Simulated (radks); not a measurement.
The numbers below are computed, except where a source is named.
Effect of the nuclear size on the lutetium ion Lu+, [Xe] 4f14 6s2. Code: a radial shooting solver on a logarithmic mesh with Libxc functionals. Model: Dirac Kohn-Sham, BLYP, spin-unpolarised, spherical densities, finite nucleus; Fermi nuclear charge, rms radius 5.37 fm. The rms radius is varied about that value; shifts are against it.

| rms radius (fm) | total energy shift (eV) | density at nucleus (e/bohr^3) | 1s1/2 shift (meV) | 2s1/2 shift (meV) | 4p1/2 shift (meV) | 5s1/2 shift (meV) | 5p1/2 shift (meV) | 6s1/2 shift (meV) | 6p1/2 (empty) shift (meV) |
|---|---|---|---|---|---|---|---|---|---|
| 4.3067 | -16.1 | 1.193e+06 | -6560 | -899 | 0.409 | -7.01 | 0.761 | -0.535 | 0.253 |
| 5.1552 | -3.45 | 1.126e+06 | -1400 | -193 | 0.087 | -1.50 | 0.163 | -0.114 | 0.054 |
| 5.37 | 0 | 1.112e+06 | 0.000 | 0.000 | 0.000 | 0.000 | 0.000 | 0.000 | 0.000 |
| 5.6439 | 4.54 | 1.094e+06 | 1850 | 253 | -0.113 | 1.97 | -0.214 | 0.151 | -0.071 |
| 6.4172 | 18.2 | 1.05e+06 | 7400 | 1010 | -0.450 | 7.90 | -0.857 | 0.603 | -0.285 |

Slopes of the eigenvalues against <r^2> in GHz/fm^2, as finite differences over the two radii next to the reference (eigenvalue slopes, not the field-shift constants of lines): 1s1/2 149000, 2s1/2 20400, 4p1/2 -9.17, 5s1/2 159, 5p1/2 -17.3, 6s1/2 12.1, 6p1/2 (empty) -5.74.
